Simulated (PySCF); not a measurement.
Molecule: SMILES [O+]#[C-]->[CoH](<-[C-]#[O+])(<-[C-]#[O+])<-[C-]#[O+]. Atoms near the plane z = 1.0 Å, at the CAM-B3LYP/def2-SVP optimised geometry (x, y, z in Å): Co1 (-0.8, -0.6, 0.0), O4 (-2.1, 2.0, -0.1), C5 (-1.6, 1.0, 0.0), C7 (-1.1, -1.1, 1.7), O8 (2.1, -0.6, -0.1), C9 (1.0, -0.6, 0.0).

Calculation: CAM-B3LYP/def2-TZVP in PySCF. The values are rescaled to run from 0 to 1.

```
|                           |
|                           |
|                           |
|     .:::.                 |
|   .:--=--:.               |
|   :-=+++=-:               |
|  .:=+***+=-.              |
|  .-=*###*+-:.             |
|  .-=*###*+=-:.            |
|  .:=+*###*+=-::..         |
|   :-+*###**+=--::::..     |
|   :-=+*###**++===---:.    |
|   .-=+*####***+++++==-.   |
|   .:=+*##%###*******+-:   |
|   .:=+*#%%%%#######*+=-.  |
|   .:=+#%@@@%########*=-.  |
|   .:=+#%@@@%######**+=:.  |
|    :-+*%@@@%#*****++=-:   |
|    :-=*#%%%#*+++====-:.   |
|    .:=+**#**+==----::.    |
|     :-==+++==-:::...      |
|     .:---=--::..          |
|      ..:::::.             |
|         ..                |
|                           |
|                           |
|                           |
```
Scale: ten equal steps from 0.000 (start of ' ') to 1.00 (end of '@'), in the order ' .:-=+*#%@'; x runs from -4.50 to 4.50, y from -4.50 (bottom) to 4.50 (top).

Problem. Which quantity is mapped?
A. an orbital amplitude
B. Laplacian of the electron density
C. log10 of the electron density
D. electrostatic potential

Solution. C, log10 of the electron density. In full: log10 of the electron density (e/bohr³), floored at −4.
